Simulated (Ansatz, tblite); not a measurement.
Isomers of B₁₄ (singlet), found by a short tight-binding search and relaxed with PBE0-D4/def2-SVP in Ansatz.

The xTB rows come from tblite.

A: The restricted singlet is unstable towards broken spin symmetry in Hartree–Fock (as tested in another run); at PBE-D4/def2-TZVP, r2SCAN-D4/def2-TZVP, PBE0-D4/def2-TZVP this wasn't settled.

Other spin states were run for one of them alone.

For A, a triplet lies 0.30 eV below this singlet at PBE0-D4/def2-TZVP. The order below holds within this spin alone and isn't that of the ground states.

A:

Cartesian coordinates in Å:
```
B 2.0416 0.5640 -0.4788
B 0.6942 2.1448 -2.4248
B 0.4117 0.7946 -1.3587
B 2.1598 -0.6903 0.4643
B -0.6452 -0.7203 1.3070
B -1.9096 0.1232 0.3114
B -0.7865 1.8035 -2.1444
B -0.1222 -2.3107 1.9156
B 1.9134 1.7378 -1.5317
B 1.0186 -1.5433 1.1337
B -1.5864 -1.8575 2.2362
B -2.3892 -0.7860 1.4653
B 0.5662 -0.1809 0.1203
B -1.3665 0.9211 -1.0156
```

B:

```tsv
atom	x (Å)	y (Å)	z (Å)
B1	-1.3390	-0.6092	1.3065
B2	-2.1156	0.6220	1.9055
B3	0.2953	1.0953	-2.1642
B4	-0.0945	0.9158	-0.5764
B5	-0.2528	2.3539	-1.4417
B6	-2.0475	1.9917	1.1536
B7	-1.0525	2.3831	-0.0458
B8	0.4252	-0.3962	-1.5667
B9	2.4968	-2.5126	0.9783
B10	-0.0164	-0.5835	0.3385
B11	-0.7266	0.9411	0.9906
B12	1.3692	-1.5062	0.6687
B13	1.1208	-1.8177	-1.1604
B14	1.9375	-2.8776	-0.3865
```

Q: Estimate which lies lowest at each level, and how far above it the others are (kJ/mol).

A: 
```csv
level,A,B
GFN1-xTB,0.0,179.6
GFN2-xTB,0.0,97.5
PBE-D4/def2-TZVP,0.0,106.4
r2SCAN-D4/def2-TZVP,0.0,113.1
PBE0-D4/def2-TZVP,0.0,115.1
```
Point groups (tolerance 0.1 Å): A C2, B not assigned. Lower isomers may exist.
